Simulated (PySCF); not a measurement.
# Dipole response of Ba (barium, neutral)

[Xe] 6s2, closed-shell 1S. Calculation: PySCF 2.14, in def2-TZVPPD with the def2 core potential (46 electrons) (6s4p3d1f, 40 functions); scalar relativity through the core potential. Coupled (time-dependent) response in atomic units; α is the mean over directions.

```
 method  mean α (bohr³)  C₆ (like pair)  S(−4)
    UHF           325.6            6999  46190
    PBE           270.2            5374  31360
   PBE0           283.1            5756  34260
wB97X-V           293.3            6078  36460
  wB97X           247.9            4787  25890
```

S(−4) is the Cauchy moment in α(ω) = α(0) + S(−4) ω² + …

Reference α: 272 ± 10 bohr³ (recommended; Schwerdtfeger and Nagle, table of static dipole polarizabilities (2023 update)). Published C₆: 5540 (Gould and Bucko (2016)).

Hartree-Fock lies above the reference because it lacks correlation, which contracts the outer shell.

α(iu) at PBE0:

```tsv
u (hartree)	α(iu) (bohr³)
0	283.1
0.0500	218.0
0.100	131.5
0.200	55.61
0.300	31.78
0.500	16.41
0.750	9.940
1.00	6.838
1.50	3.808
2.00	2.399
3.00	1.183
5.00	0.4572
```

A single London oscillator, α(iu) = α/(1 + u²/ω²), gives C₆ = (3/4) ω α². Matching the computed C₆ needs ω = 4 × 5756 / (3 × 283.1²) = 0.0958 hartree.

Energies and moments cover only the electrons outside the core potential. Spin-orbit coupling, which splits the p, d and f shells strongly at this Z, is absent.
